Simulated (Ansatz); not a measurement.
The cluster Mn2O4⁻. Charge -1, multiplicity 2. Geometry r2SCAN-D4/def2-SVPD.

Cartesian coordinates in Å:
```
Mn 0.969 0.397 -0.207
Mn -1.431 0.024 0.698
O -1.680 -1.506 -0.306
O 2.504 0.928 -0.567
O -0.160 1.304 0.933
O -0.202 -1.146 -0.550
```

The structure holds one bond between oxygen atoms, so isomers without such links may lie far lower. At LDA (SPW92)/def2-TZVPD, PBE-D4/def2-TZVPD, PBE0-D4/def2-TZVPD, r2SCAN0-D4/def2-TZVPD and others the charge -1 doublet is spin-contaminated (final ⟨S²⟩ up to 5.01, 0.75 for a pure state). At PBE-D4/def2-TZVPD the highest occupied level of the charge -1 doublet lies above zero (up to 0.02 eV). The electron is either unbound and held by the finite basis, or the level is raised by self-interaction error. Another isomer (doublet) lies 0.03 eV lower at PBE0-D4/def2-TZVPD; other spin states weren't run for this one.

(1) Estimate the α-spin orbital energies around the gap (eV) in Ansatz with LDA (SPW92)/def2-TZVPD, PBE-D4/def2-TZVPD, PBE0-D4/def2-TZVPD, r2SCAN0-D4/def2-TZVPD, ωB97M-V/def2-TZVPD.

Answers

(1) 
```tsv
orbital	LDA (SPW92)/def2-TZVPD	PBE-D4/def2-TZVPD	PBE0-D4/def2-TZVPD	r2SCAN0-D4/def2-TZVPD	ωB97M-V/def2-TZVPD
HOMO−5	-2.61	-2.43	-3.80	-4.15	-6.21
HOMO−4	-2.55	-2.23	-3.38	-3.55	-5.80
HOMO−3	-2.05	-1.85	-3.25	-3.52	-5.73
HOMO−2	-1.19	-1.04	-2.81	-3.05	-5.21
HOMO−1	-0.93	-0.78	-2.44	-2.64	-4.93
HOMO	-0.85	-0.70	-2.16	-2.39	-4.42
LUMO	0.71	1.14	2.18	2.35	3.11
LUMO+1	1.04	1.43	2.82	3.18	3.83
LUMO+2	1.22	1.62	3.10	3.41	3.83
LUMO+3	1.71	1.86	3.31	3.73	4.12
LUMO+4	1.96	2.35	3.86	4.28	4.57
LUMO+5	2.50	2.76	3.99	4.51	4.77
β HOMO	-0.13	0.02	-1.62	-1.88	-4.02
β LUMO	0.49	0.89	1.92	2.11	2.56
```
